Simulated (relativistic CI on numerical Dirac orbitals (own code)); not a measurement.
# Sensitivity of the levels of Xe³³⁺ to α and to the nuclear radius

Calculated at this level of theory: Dirac-Coulomb-Breit CI, KLI orbitals optimised for each configuration, derivatives by finite differences, unscaled Slater integrals, QED left out (own radial code, finite nucleus).

Configurations in the expansion (outside the closed core [Ne]): 3s²3p⁶3d³, 3s²3p⁵3d⁴, 3s3p⁶3d⁴, 3p⁶3d⁵, 3s²3p⁶3d²4s, 3s²3p⁶3d²4p, 3s²3p⁶3d²4d, 3s²3p⁵3d³4s. Levels of other configurations are missing.

With x = (α/α₀)² − 1 an excitation energy changes as ω = ω₀ + qx; K = 2q/ω₀ is the relative enhancement. Terms are leading LS components, so labels can repeat. The field-shift factor is F = δν/δ⟨r²⟩ for the transition from the lowest level.

Lowest level 3s²3p⁶3d³ ⁴F3/2.

| Level | ω₀ (cm⁻¹) | q (cm⁻¹) | K | F (GHz/fm²) |
| --- | --- | --- | --- | --- |
| 3s²3p⁶3d³ ⁴F5/2 | 86479 | 114800 | 2.65 | 1.07 |
| 3s²3p⁶3d³ ⁴F7/2 | 130458 | 133100 | 2.04 | 1.28 |
| 3s²3p⁶3d³ ⁴P3/2 | 134089 | 97950 | 1.46 | 0.855 |
| 3s²3p⁶3d³ ²G9/2 | 144698 | 117200 | 1.62 | 1.22 |
| 3s²3p⁶3d³ ⁴P1/2 | 157169 | 109300 | 1.39 | 0.899 |
| 3s²3p⁶3d³ ²G7/2 | 232434 | 215900 | 1.86 | 2.05 |
| 3s²3p⁶3d³ ⁴P5/2 | 238677 | 171400 | 1.44 | 1.48 |
| 3s²3p⁶3d³ ⁴F9/2 | 245982 | 231000 | 1.88 | 2.33 |
| 3s²3p⁶3d³ ²D3/2 | 277724 | 231200 | 1.67 | 1.99 |
| 3s²3p⁶3d³ ²P1/2 | 292066 | 234200 | 1.6 | 2.15 |
| 3s²3p⁶3d³ ²H11/2 | 302296 | 230500 | 1.52 | 2.5 |
| 3s²3p⁶3d³ ²D5/2 | 325333 | 228500 | 1.4 | 1.81 |
| 3s²3p⁶3d³ ²F5/2 | 345513 | 209200 | 1.21 | 1.96 |

At this charge energies of transitions that change n are usually good to better than 1 %, and those within a shell (Δn = 0) to a few per cent. Terms inside the open d or f shell come out 10 to 20 % too wide with unscaled integrals.
